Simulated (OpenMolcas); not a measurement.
Consider [Cu2(μ-Cl)2(H2O)4]2+, a planar model complex in vacuum (2 bridging Cl, bridge angle 84°, metal-metal distance 3.17 Å, Cu–Cl 2.37 Å; typed geometry, not optimised).

```xyz
16

Cu    -1.5865     0.0000     0.0000
Cu     1.5865     0.0000     0.0000
Cl     0.0000     1.7620     0.0000
Cl     0.0000    -1.7620     0.0000
O     -2.9724     1.3859     0.0000
H     -3.3852     1.7987     0.7747
H     -3.3852     1.7987    -0.7747
O     -2.9724    -1.3859     0.0000
H     -3.3852    -1.7987     0.7747
H     -3.3852    -1.7987    -0.7747
O      2.9724     1.3859     0.0000
H      3.3852     1.7987     0.7747
H      3.3852     1.7987    -0.7747
O      2.9724    -1.3859     0.0000
H      3.3852    -1.7987     0.7747
H      3.3852    -1.7987    -0.7747
```

Give the energies of the total-spin states at CASSCF(2,2) on the singly occupied d orbitals (ANO-RCC-VDZP on Cu, Cl, O and ANO-RCC-VDZ on H, scalar-relativistic DKH2, RICD, no spin-orbit coupling, OpenMolcas), and the exchange constant.

Local spins 1/2 and 1/2.

```csv
total S,E (cm⁻¹),"natural occupations, lowest and highest"
1,9.2,"1.000, 1.000"
0,0.0,"0.974, 1.026"
```

J = -4.6 cm⁻¹ (antiferromagnetic).

J is defined by H = −2J S1·S2, so negative values are antiferromagnetic. Wave-function values come from the highest and lowest total spin; broken-symmetry values use Yamaguchi's formula with the computed ⟨S²⟩. The active space holds the singly occupied metal orbitals alone, without bridging-ligand orbitals. No row is a measured value.
